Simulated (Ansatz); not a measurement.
Single points on Zn4O4H14.

```yaml
crystal:
  periodic: [false, false, false]
  atoms:
    - {symbol: Zn, position_ang: [-1.336678, 0.193920, -1.816364]}
    - {symbol: O, position_ang: [-1.163870, -1.044696, 1.476593]}
    - {symbol: Zn, position_ang: [0.496895, -1.791404, -1.826819]}
    - {symbol: O, position_ang: [0.783723, 0.151035, -2.130293]}
    - {symbol: O, position_ang: [1.223864, 0.458065, 0.887514]}
    - {symbol: Zn, position_ang: [0.138838, 0.204172, 2.498147]}
    - {symbol: Zn, position_ang: [0.700908, 1.579093, -0.652891]}
    - {symbol: O, position_ang: [-1.185608, 1.752721, 1.967819]}
    - {symbol: H, position_ang: [-0.950002, -1.420820, -1.014266]}
    - {symbol: H, position_ang: [-2.349109, 0.202812, -2.986085]}
    - {symbol: H, position_ang: [-1.017351, -1.188481, 0.506031]}
    - {symbol: H, position_ang: [-1.486552, -1.882229, 1.834018]}
    - {symbol: H, position_ang: [1.725351, -2.221751, -0.081574]}
    - {symbol: H, position_ang: [1.110674, -3.011174, -2.538638]}
    - {symbol: H, position_ang: [1.152405, 0.439708, -2.977110]}
    - {symbol: H, position_ang: [1.564100, -1.514636, 0.188089]}
    - {symbol: H, position_ang: [2.163043, 0.566184, 1.091098]}
    - {symbol: H, position_ang: [0.494833, -0.063558, 3.975303]}
    - {symbol: H, position_ang: [-1.083563, 1.242943, -0.520632]}
    - {symbol: H, position_ang: [1.212715, 3.023703, -0.913875]}
    - {symbol: H, position_ang: [-1.367817, 1.618219, 1.006370]}
    - {symbol: H, position_ang: [-0.859399, 2.662773, 2.029265]}
basis:
  gaussian: {orbitals: def2-TZVP, initial_orbitals: start.molden}
hamiltonian: {xc: pbe0, dispersion: d4}
scf: {omitted_lower_state_checks: [starts]}
output: {forces: true, orbitals: {seedname: orbitals}}
```

The file start.molden holds the orbitals of an earlier run on this structure, at another level or in another basis.

```sh
$ ansatz run in.yaml --threads 2 --pin off --events-out ev --progress --plain --max-ram 32768MiB --backend cuda --devices 0, --max-vram 18GiB
```

Output, abridged:

```
Functional definition: PBE0
  name "PBE0"
  cite "Adamo & Barone, J. Chem. Phys. 110, 6158 (1999) doi:10.1063/1.478522"
  cite "Perdew, Burke & Ernzerhof, Phys. Rev. Lett. 77, 3865 (1996) doi:10.1103/PhysRevLett.77.3865"
  parent pbe
  parameter a = 0.25
  parameter kappa = 0.804
  parameter beta = 0.06672455060314922
  exchange = (1 - a)*pbe_x(kappa = kappa, mu = beta*pi^2/3) + a*exact_x
  correlation = pbe_c(beta = beta)
these checks for a lower state are left out or cut short: starts
3384 factors; their error is unknown
mean field evaluation 1: about -202056.4895 eV, gradient 2.5e2 eV
mean field evaluation 2: about -202063.6535 eV, gradient 1.0e1 eV
mean field evaluation 4: about -202064.1043 eV, gradient 1.0e-3 eV
mean field evaluation 8: about -202064.4421 eV, gradient 2.5e-5 eV
mean field -202064.44211403 eV, -7425.7312834926 hartree, gradient 2.5e-5 eV, S^2 0.000000; 0 other end points of the search recorded, 0 dependent functions left out
the calculation of the forces begins
reference -202064.44217455 eV, -7425.7312857167 hartree; 83, 83 occupied and 317, 317 virtual orbitals, 3384 factors
Total energy: -202065.05939954 eV, -7425.7539683165 hartree
Atom 0 at    -1.336678     0.193920    -1.816364 Å, force    -0.327872     0.046427    -0.076444 eV/Å
Atom 1 at    -1.163870    -1.044696     1.476593 Å, force    -0.235447    -0.554767    -0.327790 eV/Å
Atom 2 at     0.496895    -1.791404    -1.826819 Å, force     0.079420    -0.211780    -0.075212 eV/Å
Atom 3 at     0.783723     0.151035    -2.130293 Å, force     0.294226     0.181373    -0.575668 eV/Å
Atom 4 at     1.223864     0.458065     0.887514 Å, force     0.570678    -0.051076     0.110859 eV/Å
Atom 5 at     0.138838     0.204172     2.498147 Å, force     0.172807     0.021068     0.110953 eV/Å
Atom 6 at     0.700908     1.579093    -0.652891 Å, force     0.124599     0.214668     0.032679 eV/Å
Atom 7 at    -1.185608     1.752721     1.967819 Å, force    -0.124208     0.453516    -0.375921 eV/Å
Atom 8 at    -0.950002    -1.420820    -1.014266 Å, force    -0.053499    -0.010080     0.014556 eV/Å
Atom 9 at    -2.349109     0.202812    -2.986085 Å, force    -0.066330    -0.007848    -0.091637 eV/Å
Atom 10 at    -1.017351    -1.188481     0.506031 Å, force    -0.056706     0.052544     0.383338 eV/Å
Atom 11 at    -1.486552    -1.882229     1.834018 Å, force     0.100192     0.297374    -0.025549 eV/Å
Atom 12 at     1.725351    -2.221751    -0.081574 Å, force    -0.033885     0.320381     0.163880 eV/Å
Atom 13 at     1.110674    -3.011174    -2.538638 Å, force     0.052901    -0.099412    -0.050198 eV/Å
Atom 14 at     1.152405     0.439708    -2.977110 Å, force    -0.156323    -0.141297     0.387952 eV/Å
Atom 15 at     1.564100    -1.514636     0.188089 Å, force     0.094262    -0.382689    -0.114900 eV/Å
Atom 16 at     2.163043     0.566184     1.091098 Å, force    -0.397589    -0.001649    -0.064926 eV/Å
Atom 17 at     0.494833    -0.063558     3.975303 Å, force     0.010265    -0.025213     0.131721 eV/Å
Atom 18 at    -1.083563     1.242943    -0.520632 Å, force    -0.019002     0.048762     0.023706 eV/Å
Atom 19 at     1.212715     3.023703    -0.913875 Å, force     0.042596     0.118432    -0.021323 eV/Å
Atom 20 at    -1.367817     1.618219     1.006370 Å, force     0.013406     0.020828     0.366540 eV/Å
Atom 21 at    -0.859399     2.662773     2.029265 Å, force    -0.084491    -0.289559     0.073384 eV/Å
Dipole moment:     0.114315    -0.110630     0.385998 e Å
Checks for a lower state left out: starts
```

Run time 15 s (2 threads of AMD EPYC 7R13 on a shared host and a share (18 GiB) of an NVIDIA H100 80GB HBM3), peak host memory 1.4 GiB.

First input, but with `gaussian: {orbitals: 6-31G}`, `hamiltonian: {xc: hf}`, `output: {orbitals: {seedname: orbitals}}` (abridged; 11 s):

```
Functional definition: HF
mean field -201839.92692399 eV, -7417.4805024405 hartree, gradient 2.4e-5 eV, S^2 0.000000
Total energy: -201839.92692399 eV, -7417.4805024405 hartree
Checks for a lower state left out: starts
```

First input, but with `hamiltonian: {xc: {name: LC-wPBE}}`, `output: {orbitals: {seedname: orbitals}}` (abridged; 13 s):

```
Functional definition: LC-wPBE
mean field -202072.03203631 eV, -7426.0102079915 hartree, gradient 2.0e-5 eV, S^2 0.000000
Total energy: -202072.03203632 eV, -7426.0102079920 hartree
Checks for a lower state left out: starts
```

As the first input, with `gaussian: {orbitals: 6-31G}`, `hamiltonian: {xc: {name: B3LYP}, dispersion: d4}`, `output: {orbitals: {seedname: orbitals}}` (abridged; 11 s):

```
Functional definition: B3LYP
mean field evaluation 16: about -202064.8750 eV, gradient 3.9e-4 eV
mean field -202064.87500327 eV, -7425.7471918785 hartree, gradient 1.3e-5 eV, S^2 0.000000
Total energy: -202065.99411214 eV, -7425.7883183710 hartree
Checks for a lower state left out: starts
```

As the first input, with `gaussian: {orbitals: def2-SVP, initial_orbitals: start.molden}`, `hamiltonian: {xc: pbe, dispersion: d4}`, `output: {orbitals: {seedname: orbitals}}` (abridged; 12 s):

```
Functional definition: PBE
mean field -202023.25780577 eV, -7424.2177880797 hartree, gradient 4.5e-5 eV, S^2 0.000000
Total energy: -202023.96519070 eV, -7424.2437839963 hartree
Checks for a lower state left out: starts
```

The first input with `gaussian: {orbitals: def2-SVP, initial_orbitals: start.molden}`, `output: {orbitals: {seedname: orbitals}}` (abridged; 8 s):

```
Functional definition: PBE0
mean field -202026.83728225 eV, -7424.3493314141 hartree, gradient 5.9e-5 eV, S^2 0.000000
Total energy: -202027.45456864 eV, -7424.3720162705 hartree
Checks for a lower state left out: starts
```

Geometry: r2SCAN-D4/def2-SVP.

The 6-31G sets use Cartesian d functions. LC-ωPBE has ω = 0.4 bohr⁻¹. B3LYP takes the VWN-RPA correlation. In the singlet geometry the species has come apart into loosely held pieces. In the singlet, H13 and H16 lie 0.77 Å apart (atoms count from 1), so H2 has formed as a molecule.
